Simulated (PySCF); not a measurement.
C3H9S, charge +1.

```xyz
13

C     -1.4151    -0.8170    -0.2657
S      0.0000     0.0000     0.5219
C      0.0000     1.6340    -0.2657
C      1.4151    -0.8170    -0.2657
H     -1.3258    -0.7655    -1.3595
H     -2.3208    -0.3035     0.0853
H     -1.4233    -1.8581     0.0853
H      0.0000     1.5309    -1.3595
H      0.8975     2.1617     0.0853
H     -0.8975     2.1617     0.0853
H      1.3258    -0.7655    -1.3595
H      2.3208    -0.3035     0.0853
H      1.4233    -1.8581     0.0853
```
Charge +1, spin multiplicity 1.

Geometry: B3LYP-D3(BJ)/def2-SVP.

All values below come from PBE/pcSseg-1 (PySCF). Non-relativistic, no solvent.

Computed absolute GIAO shielding of each atom: isotropic value and principal components (ppm):
```tsv
atom	σ(iso)	σ11	σ22	σ33	span
C1	146.4	128.8	129.5	181.0	52.2
S2	412.9	313.2	462.7	462.7	149.5
C3	146.4	128.8	129.5	181.0	52.2
C4	146.4	128.8	129.5	181.0	52.2
H5	28.7	24.8	26.7	34.6	9.8
H6	28.2	23.8	25.3	35.6	11.9
H7	28.2	23.8	25.3	35.6	11.9
H8	28.7	24.8	26.7	34.6	9.8
H9	28.2	23.8	25.3	35.6	11.9
H10	28.2	23.8	25.3	35.6	11.9
H11	28.7	24.8	26.7	34.6	9.8
H12	28.2	23.8	25.3	35.6	11.9
H13	28.2	23.8	25.3	35.6	11.9
```
